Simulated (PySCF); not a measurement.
Method: PBE0-D3(BJ)/def2-TZVP (PySCF). Isolated molecules, 0 K electronic values unless said otherwise. One relaxed conformer stands for a flexible species; it need not be the lowest. 

Reference species (SMILES): `C/C=C/CC` (C–C–C–C torsion 119°) (neutral, multiplicity 1).

| Quantity | Result |
|---|---|
| HOMO | -6.91 eV |
| HOMO–LUMO gap | 7.57 eV |

Changed species: `C(=C(C)C)C`.

Question: Give the shifts of the HOMO and HOMO–LUMO gap.

Answer: the HOMO rises by 0.31 eV, to -6.60 eV; the HOMO–LUMO gap drops by 0.11 eV, to 7.46 eV.
